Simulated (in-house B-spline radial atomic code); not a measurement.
## BSE on G0W0@HF excitations of Au II (Au+)

Method: BSE on G0W0@HF. Computed with an all-electron radial atomic-structure program (B-spline basis): linear response of the closed shell [Xe] 4f14 5d10 with a statically screened interaction on G0W0 levels; scalar-relativistic (spin-free one-electron X2C), finite nucleus, no spin-orbit coupling, no double excitations, S, P, D and F terms only; shells from n = 3 respond. Only terms of natural parity with L up to 3 were computed.

Spin-orbit coupling is strong here, so these LS terms don't match observed levels.

Only levels near the gap carry their own quasi-particle shift, so the BSE energies are approximate.

Command:
```bash
python run_td.py task.json out
```
Settings (radii: box in bohr, nucleus in fm):
```
Z                        79
electrons                78
configuration            [Xe] 4f14 5d10
hamiltonian              x2c
method                   bse
box_radius               41.61
rms_radius               5.4371
intervals                74
```

Run time, properties included: 20 s on 1 thread of Arm Neoverse N1 (shared host).

The lowest states, in the order of their Tamm-Dancoff energies; the method's threshold (minus the highest G0W0 level) is 20.954 eV. Labels give the largest channel, * marks a mixed state, and oscillator strengths are full-response dipole values. Energies in eV:

```csv
state,full response,Tamm-Dancoff,oscillator strength
5d → 6s 3D,2.581,2.631,-
5d → 6s 1D,?,?,-
5d → 6p 3P,9.559,9.584,-
5d → 6p 3F,9.832,9.848,-
5d → 6p 1F,10.172,10.175,-
5d → 6p 1P,10.669,10.777,0.643
5d → 7s 3D,14.285,14.289,-
5d → 7s 1D,14.414,14.420,-
5d → 6d 3S,15.208,15.218,-
5d → 6d 3D,?,?,-
5d → 6d 1D,15.593,15.597,-
5d → 7p 3P,15.824,15.829,-
5d → 7p 3F,15.896,15.899,-
5d → 7p 1F,15.979,15.980,-
5d → 7p 1P,16.072,16.095,0.0664
5d → 6d 1S,16.064,16.133,-
```

(1) Where does 5d → 6s 1D lie?

(2) Where does 5d → 6d 3D lie?

(3) How large is the singlet-triplet splitting of 5d → 6s (D terms) in Tamm-Dancoff?

(4) What polarisabilities and dispersion coefficient does the method give?

Answers

(1) At 3.491 eV in full response, 3.560 eV in Tamm-Dancoff.

(2) At 15.487 eV in full response, 15.490 eV in Tamm-Dancoff.

(3) 0.929 eV, from the unrounded values.

(4) Dipole 11.67 bohr³, quadrupole 99.54 bohr⁵, C6 84.83 hartree·bohr⁶ for two such species.
